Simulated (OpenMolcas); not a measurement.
# OpenMolcas input wanted

The species is C2HCl2F3 (8 atoms), meant as a singlet with charge 0. As SMILES, `FC(F)(F)C(Cl)Cl`. Geometry: relaxed at GFN2-xTB.

```xyz
8

F    -0.2178   -1.3573    1.1481
C     0.1802   -0.7528    0.0247
F     1.4898   -0.9894   -0.0961
F    -0.4303   -1.3529   -0.9904
C    -0.0995    0.7534    0.0858
Cl   -1.8401    1.0061    0.3011
Cl    0.4842    1.5060   -1.4097
H     0.4336    1.1867    0.9364
```

Settings wanted:

* method: HF
* reference: RHF
* relativity: none
* integral approximation: RICD
* basis set: ANO-L-VDZP
* task: energy
* nucleus: point
* scramble: 0.25

Problem. Give an OpenMolcas 26.06 job that does this.

Solution. One that was run (others would do as well):

step1.input:
```
* C2HCl2F3 Hartree-Fock
&GATEWAY
COORD
8
angstrom
F       -0.217820      -1.357250       1.148110
C        0.180170      -0.752770       0.024660
F        1.489780      -0.989360      -0.096080
F       -0.430260      -1.352890      -0.990360
C       -0.099550       0.753410       0.085840
Cl      -1.840150       1.006060       0.301120
Cl       0.484180       1.506040      -1.409740
H        0.433640       1.186750       0.936440
BASIS=ANO-L-VDZP
GROUP=NoSym
RICD
&SEWARD
&SCF
PRORBITALS=0
```

```bash
$ export MOLCAS_MEM=1860
$ pymolcas step1.input > step1.log
```

Calculated total energy: -1293.79545 Eh.
